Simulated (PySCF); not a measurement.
boron atom (B), doublet; PySCF with TPSS/def2-SVP.

The PySCF input:
```python
from pyscf import gto, scf, dft

mol = gto.Mole()
mol.atom = '''
    B     0.000000    0.000000    0.000000
'''
mol.basis = 'def2-svp'
mol.charge = 0
mol.spin = 1
mol.verbose = 5
mol.build()

mf = dft.UKS(mol)
mf.xc = 'tpss'
mf.grids.level = 0
mf.kernel()
```

**Question.** Predict the main parts of the log of this PySCF run.

**Answer.** 
```
PySCF version 2.14.0

[INPUT] verbose = 5
[INPUT] max_memory = 4000
[INPUT] num. atoms = 1
[INPUT] num. electrons = 5
[INPUT] charge = 0
[INPUT] spin (= nelec alpha-beta = 2S) = 1
[INPUT] symmetry False subgroup None
[INPUT] Mole.unit = angstrom
[INPUT] Symbol           X                Y                Z      unit          X                Y                Z       unit  Magmom
[...]
[INPUT] ---------------- BASIS SET ----------------
[INPUT] l, kappa, [nprim/nctr], expnt,             c_1 c_2 ...
[INPUT] B
[...]
                                126.26464843      -0.041565520771
                                28.620600763      -0.18299816983
                                7.879372271       -0.46540391866
                                2.4088857172      -0.44173884791
[...]
                                1.2499157866      -0.19895775769
                                0.3387167635      -0.50850202618
[...]
nuclear repulsion = 0
number of shells = 6
number of NR pGTOs = 24
number of NR cGTOs = 14
basis = def2-svp
ecp = {}

******** <class 'pyscf.dft.uks.UKS'> ********
method = UKS
initial guess = minao
damping factor = 0
level_shift factor = 0
DIIS = <class 'pyscf.scf.diis.CDIIS'>
diis_start_cycle = 1
diis_space = 8
diis_damp = 0
SCF conv_tol = 1e-09
SCF conv_tol_grad = None
SCF max_cycles = 50
direct_scf = True
direct_scf_tol = 1e-13
number electrons alpha = 3  beta = 2
XC library pyscf.dft.libxc version 7.1.2
    S. Lehtola, C. Steigemann, M. J. T. Oliveira, and M. A. L. Marques,  SoftwareX 7, 1–5 (2018)
XC functionals = tpss
    J. Tao, J. P. Perdew, V. N. Staroverov, and G. E. Scuseria,  Phys. Rev. Lett. 91, 146401 (2003)
    J. P. Perdew, J. Tao, V. N. Staroverov, and G. E. Scuseria,  J. Chem. Phys. 120, 6898 (2004)
    J. Tao, J. P. Perdew, V. N. Staroverov, and G. E. Scuseria,  Phys. Rev. Lett. 91, 146401 (2003)
    J. P. Perdew, J. Tao, V. N. Staroverov, and G. E. Scuseria,  J. Chem. Phys. 120, 6898 (2004)
radial grids:
    Treutler-Ahlrichs [JCP 102, 346 (1995); DOI:10.1063/1.469408] (M4) radial grids

becke partition: Becke, JCP 88, 2547 (1988); DOI:10.1063/1.454033
pruning grids: <function nwchem_prune>
grids dens level: 0
symmetrized grids: False
atomic radii adjust function: <function treutler_atomic_radii_adjust>
small_rho_cutoff = 0
Set gradient conv threshold to 3.16228e-05
atom B rad-grids = 15, ang-grids = [50 50 50 50 86 86 74 74 86 86 86 86 74 74 74]
tot_boxes 729, boxes in each direction [7 7 7]
Padding 2 grids
tot grids = 1088
nelec by numeric integration = [2.49759195 2.49759195]
E1 = -32.54465882370386  E2 = 7.948290838227679  Ecoul = 11.844998354916827  Exc = -3.8967075166891476
init E= -24.5963679854762
cond(S) = 10.874405649879971

  alpha mo_energy =
[-6.61508794 -0.31995189 -0.10103823 -0.10103823 -0.10103823  0.20836436
  0.30614664  0.30614664  0.30614664  1.03297178  1.03297178  1.03297178
  1.03297178  1.03297178]
  beta  mo_energy =
[-6.61508794 -0.31995189 -0.10103823 -0.10103823 -0.10103823  0.20836436
  0.30614664  0.30614664  0.30614664  1.03297178  1.03297178  1.03297178
  1.03297178  1.03297178]
multiplicity <S^2> = 0.75  2S+1 = 2
nelec by numeric integration = [2.99882039 1.99884608]
E1 = -32.25365440278801  E2 = 7.625505821714838  Ecoul = 11.491699545890647  Exc = -3.866193724175809
cycle= 1 E= -24.6281485810732  delta_E= -0.0318  |g|= 0.0564  |ddm|= 0.645
  alpha mo_energy =
[-6.73409673 -0.37385373 -0.1750254  -0.13461352 -0.13459942  0.18021817
  0.2607971   0.27874408  0.27881488  0.98904836  0.9890695   0.99312037
  0.99320065  0.99435285]
  beta  mo_energy =
[-6.72600657 -0.33159591 -0.11983773 -0.11982779 -0.0800744   0.198617
  0.29139056  0.29140107  0.31411303  1.03169337  1.03170368  1.06773229
  1.06777023  1.08224771]
multiplicity <S^2> = 0.75213166  2S+1 = 2.0021305
nelec by numeric integration = [2.99880836 1.99884214]
E1 = -32.401388325750084  E2 = 7.769622030283321  Ecoul = 11.673319629764238  Exc = -3.9036975994809175
[...]
  1.00550812  1.00601307]
  beta  mo_energy =
[-6.6831231  -0.31460712 -0.10840353 -0.10771466 -0.05642513  0.21022812
  0.30281458  0.30325707  0.33917276  1.04362159  1.04365883  1.09090672
  1.09131445  1.10561564]
multiplicity <S^2> = 0.7534669  2S+1 = 2.0034639
nelec by numeric integration = [2.998811  1.9988459]
E1 = -32.36641987453404  E2 = 7.734388293852736  Ecoul = 11.630255618788441  Exc = -3.895867324935705
cycle= 45 E= -24.6320315806813  delta_E= -8.51e-07  |g|= 0.00104  |ddm|= 0.0567
  alpha mo_energy =
[-6.69329629 -0.35855961 -0.16344182 -0.11912844 -0.11906469  0.18927949
  0.27079657  0.29174716  0.29190277  1.00369085  1.00375608  1.00525697
  1.00542448  1.0059123 ]
  beta  mo_energy =
[-6.68311939 -0.31453604 -0.10771741 -0.10764757 -0.05711297  0.2102517
  0.30325482  0.30329223  0.33864165  1.04428742  1.04431706  1.0906633
  1.0907619   1.10500426]
multiplicity <S^2> = 0.75334258  2S+1 = 2.0033398
nelec by numeric integration = [2.99881107 1.99884592]
E1 = -32.365315389581184  E2 = 7.733283279544258  Ecoul = 11.628804014372587  Exc = -3.895520734828329
cycle= 46 E= -24.6320321100369  delta_E= -5.29e-07  |g|= 0.00013  |ddm|= 0.019
  alpha mo_energy =
[-6.69329618 -0.35857127 -0.16375663 -0.11906166 -0.11881688  0.18927408
  0.27065941  0.29188974  0.29194189  1.0036781   1.00370024  1.00530443
  1.00553059  1.00596993]
  beta  mo_energy =
[-6.68312014 -0.31456768 -0.10800463 -0.10771476 -0.05678505  0.21024124
  0.3030644   0.30325736  0.33889553  1.04397475  1.04400265  1.0908125
  1.09098208  1.10530503]
multiplicity <S^2> = 0.75340285  2S+1 = 2.0034
nelec by numeric integration = [2.99881104 1.99884591]
E1 = -32.36586203943237  E2 = 7.733829037567579  Ecoul = 11.629522425362875  Exc = -3.895693387795296
cycle= 47 E= -24.6320330018648  delta_E= -8.92e-07  |g|= 0.000442  |ddm|= 0.0494
  alpha mo_energy =
[-6.69329622 -0.35857326 -0.16381338 -0.11906195 -0.11875779  0.18927131
  0.27063516  0.29190431  0.29196031  1.00366765  1.00369349  1.00534438
  1.00554008  1.00598046]
  beta  mo_energy =
[-6.6831205  -0.31457301 -0.10806839 -0.10771275 -0.05672743  0.21023939
  0.30302319  0.30325878  0.33894036  1.04392025  1.04394715  1.09081539
  1.09104291  1.10536009]
multiplicity <S^2> = 0.75341381  2S+1 = 2.0034109
nelec by numeric integration = [2.99881103 1.99884591]
E1 = -32.36596296990909  E2 = 7.733930004770468  Ecoul = 11.629655143112766  Exc = -3.8957251383422973
cycle= 48 E= -24.6320329651386  delta_E= 3.67e-08  |g|= 0.000548  |ddm|= 0.0235
  alpha mo_energy =
[-6.69329977 -0.3585699  -0.16364725 -0.11906876 -0.118926    0.18927744
  0.27070661  0.29183881  0.29192932  1.00368342  1.00371845  1.0052925
  1.00547337  1.00594347]
  beta  mo_energy =
[-6.68312336 -0.31455819 -0.1078843  -0.10771379 -0.05690127  0.21024407
  0.30314205  0.30325673  0.33880494  1.04408563  1.044111    1.09078692
  1.0908734   1.10520109]
multiplicity <S^2> = 0.75338145  2S+1 = 2.0033786
nelec by numeric integration = [2.99881105 1.99884592]
E1 = -32.36567830469251  E2 = 7.73364514733122  Ecoul = 11.6292799828231  Exc = -3.89563483549188
cycle= 49 E= -24.6320331573613  delta_E= -1.92e-07  |g|= 0.000243  |ddm|= 0.0202
  alpha mo_energy =
[-6.69329716 -0.35855249 -0.16322806 -0.11932932 -0.11906592  0.18927927
  0.2708888   0.29164766  0.29189574  1.00369708  1.00376555  1.00529278
  1.00540535  1.00588269]
  beta  mo_energy =
[-6.68312053 -0.31451366 -0.10771847 -0.10739641 -0.05734416  0.21025877
  0.30325342  0.30345122  0.33846304  1.04451146  1.04453453  1.09044689
  1.09070598  1.10480537]
multiplicity <S^2> = 0.75330207  2S+1 = 2.0032993
nelec by numeric integration = [2.99881109 1.99884593]
E1 = -32.36495845850132  E2 = 7.732925907154694  Ecoul = 11.628335140840727  Exc = -3.895409233686033
cycle= 50 E= -24.6320325513466  delta_E= 6.06e-07  |g|= 0.000519  |ddm|= 0.0266
SCF not converged.
SCF energy = -24.6320325513466 after 50 cycles  <S^2> = 0.75330207  2S+1 = 2.0032993
```

Convergence was not reached.
